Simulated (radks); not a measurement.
The numbers below are computed, except where a source is named.
Question: Neutral caesium, 55 electrons, occupied as [Xe] 7s1 (not the ground configuration). Code: a radial shooting solver on a logarithmic mesh with Libxc functionals. Model: Dirac Kohn-Sham, PBE, spin-unpolarised, spherical densities, point nucleus. Some entries of the table are withheld. Estimate them.

orbital  occ.  eigenvalue (eV)  r(max) (bohr)  <1/r> (bohr^-1)
1s1/2       2        -35774.50        0.01678            59.41
2s1/2       2        -5611.679        0.09502            13.92
2p1/2       2              (1)        0.07270            13.90
2p3/2       4              (2)        0.07768            12.73
3s1/2       2        -1168.743         0.2727            4.989
3p1/2       2        -1029.918         0.2592            4.901
3p3/2       4        -962.4084         0.2702            4.611
3d3/2       4        -718.6040         0.2186            4.470
3d5/2       6        -704.2728         0.2217            4.396
4s1/2       2        -222.6762         0.6430              (3)
4p1/2       2        -172.8669            (4)            1.927
4p3/2       4        -159.0980            (5)            1.833
4d3/2       4         -78.1443         0.7163            1.599
4d5/2       6         -75.8596         0.7245            1.575
5s1/2       2         -29.3055          1.545           0.7569
5p1/2       2         -17.2181          1.729              (6)
5p3/2       4         -15.5745          1.804              (7)
7s1/2       1          -1.0744          11.95           0.1020

Answer: 
(1) 2p1/2 eigenvalue (eV): -5279.193
(2) 2p3/2 eigenvalue (eV): -4926.918
(3) 4s1/2 <1/r> (bohr^-1): 2.034
(4) 4p1/2 r(max) (bohr): 0.6568
(5) 4p3/2 r(max) (bohr): 0.6810
(6) 5p1/2 <1/r> (bohr^-1): 0.6483
(7) 5p3/2 <1/r> (bohr^-1): 0.6158
